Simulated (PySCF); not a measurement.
Radial density of Al²⁺ (aluminium, charge +2)

UHF, [Ne] 3d1, 2D determinant (an excited configuration). Computed with PySCF 2.14 in aug-cc-pCVTZ-DK, with the spin-free X2C one-electron Hamiltonian (Gaussian nucleus).

```
r (bohr)  4πr²ρ (e/bohr)  4πr²(ρα − ρβ)
 0.00168         0.05559         0.0000
 0.00283          0.1465         0.0000
 0.00475          0.3817         0.0000
 0.00800          0.9676         0.0000
  0.0135           2.330         0.0000
  0.0226           5.122        -0.0001
  0.0381           9.636        -0.0002
  0.0640           13.97        -0.0004
   0.108           13.49        -0.0009
   0.181           8.973        -0.0025
   0.305           10.28        -0.0055
   0.512           12.30        -0.0013
   0.862           5.315         0.0214
    1.45          0.5897         0.0982
    2.44          0.3235         0.3194
    4.10          0.2150         0.2150
    6.90         0.01474         0.0147
    11.6       0.0001459         0.0001
```

Densities and radii are taken from the X2C orbitals without a picture-change correction, which distorts them close to the nucleus.

The outer electron is Rydberg-like, and this basis confines it to a smaller radius and binds it less than a complete one would.

Task: Where is the radial spin density 4πr²(ρα − ρβ) most negative, and why is it negative at all?

Result: Around r = 0.305 bohr, down to -0.0055 e/bohr: exchange with the open shell polarises the paired shells in an unrestricted calculation.
